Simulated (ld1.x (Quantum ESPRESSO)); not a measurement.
gadolinium, PAW: configuration errors across variants

* Element: gadolinium
* Generator: ld1.x (Quantum ESPRESSO) 7.5
* Type: PAW
* Functional: PBEsol
* Relativity: scalar-relativistic
* Frozen core: [Kr] 4d10
* Valence charge: 18
* Reference configuration: 4f7 5s2 5p6 5d1 6s2 6p0
* Partial waves: 5s (bound): rcut 1.70, rcutus 2.00 bohr; 6s (bound): rcut 1.70, rcutus 2.00 bohr; 5p (bound): rcut 2.05, rcutus 2.40 bohr; 6p (bound, empty): rcut 2.05, rcutus 2.40 bohr; 5d (bound): rcut 1.75, rcutus 2.30 bohr; 5d channel at 0.7 Ry: rcut 1.75, rcutus 2.30 bohr; 4f (bound): rcut 1.10, rcutus 1.50 bohr; 4f channel at 1.4 Ry: rcut 1.10, rcutus 1.50 bohr
* Local potential: all-electron potential smoothed inside 1.60 bohr (lloc = -1)
* Core correction: a·sin(br)/r model core, default radius (ld1.x builds one for every PAW set, though the input has nlcc=.false.)
* Augmentation charge: BESSEL, radius 0.95 bohr

All-electron excitation energies from the reference (eV): (1) 4f7 5s2 5p6 5d1 6s1 6p0 6.674; (2) 4f7 5s2 5p6 5d1 6s0 6p0 18.719; (3) 4f7 5s2 5p6 5d0 6s0 6p0 38.512; (4) 4f7 5s2 5p6 5d1 6s0 6p2 5.924.

The overlap operator is not positive definite (basis up to 400 Ry) in “base”, “wave 4f channel at 1.4 Ry: rcut 1.10, rcutus 1.50 bohr becomes 4f channel at -0.48 Ry: rcut 1.10, rcutus 1.50 bohr”, “local potential all-electron potential smoothed inside 1.78 bohr (lloc = -1)”, “waves 5s (bound): rcut 1.70, rcutus 2.92 bohr; 6s (bound): rcut 1.70, rcutus 2.92 bohr”, “waves 5d (bound): rcut 1.75, rcutus 2.88 bohr; 5d channel at 0.7 Ry: rcut 1.75, rcutus 2.88 bohr”, “waves 4f (bound): rcut 1.06, rcutus 1.12 bohr; 4f channel at 1.4 Ry: rcut 1.06, rcutus 1.12 bohr”, “local potential all-electron potential smoothed inside 2.00 bohr (lloc = -1)”. Such files are unfit for use, however small their errors in these radial tests.

A true bound ghost makes a file unfit for plane-wave use even where its test errors are small: the radial tests pick states by their node count and pass the ghost by.

Errors AE − PS in meV (a dash: test not solved or not reliable):

| change | (1) | (2) | (3) | (4) | bound ghosts |
| --- | --- | --- | --- | --- | --- |
| base | -1.3 | -1.7 | -8.2 | -0.7 | not determined (overlap not positive) |
| wave 4f channel at 1.4 Ry: rcut 1.10, rcutus 1.50 bohr becomes 4f channel at -0.48 Ry: rcut 1.10, rcutus 1.50 bohr | -1.2 | -1.5 | -7.9 | -0.7 | not determined (overlap not positive) |
| local potential all-electron potential smoothed inside 1.78 bohr (lloc = -1) | +0.6 | +7.8 | -7.5 | +2.7 | not determined (overlap not positive) |
| waves 5s (bound): rcut 1.70, rcutus 2.92 bohr; 6s (bound): rcut 1.70, rcutus 2.92 bohr | – | – | – | – | not determined (overlap not positive) |
| waves 5d (bound): rcut 1.75, rcutus 2.88 bohr; 5d channel at 0.7 Ry: rcut 1.75, rcutus 2.88 bohr | -1.0 | -0.9 | -7.4 | -0.9 | not determined (overlap not positive) |
| waves 4f (bound): rcut 1.06, rcutus 1.12 bohr; 4f channel at 1.4 Ry: rcut 1.06, rcutus 1.12 bohr | -1.2 | -1.6 | -8.0 | 0.0 | not determined (overlap not positive) |
| local potential all-electron potential smoothed inside 2.00 bohr (lloc = -1) | -2.2 | -7.6 | -9.0 | -2.3 | not determined (overlap not positive) |

Problem. Give the same row for: all radii but the core radius scaled by about 0.81 (s 1.62, p 1.96, d 1.88, f 1.22 bohr, rcut 1.38/1.66/1.42/0.90); local potential all-electron potential smoothed inside 1.30 bohr (lloc = -1); augmentation BESSEL, radius 0.78 bohr.

Solution. -0.6, +3.6, +5.5, +2.1; bound ghosts: s (p not tested, overlap not positive). Its overlap operator is not positive definite in a basis up to 400 Ry (lowest eigenvalue p -0.08), so the file is unfit for use: the generalised eigenproblem breaks down once the basis is large enough, and its test numbers describe a broken file.
